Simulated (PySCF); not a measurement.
A calculated (PW91, PySCF 2.14, aug-cc-pwCVTZ-DK with one added diffuse shell each of s, p, d, f, g type, the spin-free X2C one-electron Hamiltonian (Gaussian nucleus)) atom or ion has these occupied shells.

```tsv
shell	electrons	orbital energy (eV)	rms radius, mean of both spins (bohr)
1s α	1	-7596.6	0.0649
1s β	1	-7596.5	0.0649
2s α	1	-907.52	0.277
2s β	1	-905.92	0.277
2p α	3	-778.61	0.249
2p β	3	-777.39	0.249
3s α	1	-112.40	0.832
3s β	1	-108.89	0.832
3p α	3	-75.713	0.888
3p β	3	-72.249	0.888
3d α	5	-18.234	1.20
3d β	2	-15.737	1.20
4s α	1	-13.541	2.76
```

Problem. Name the element and its charge.

Solution. Co⁺ (cobalt, charge +1), in [Ar] 3d7 4s1, high-spin 5F determinant (an excited configuration).
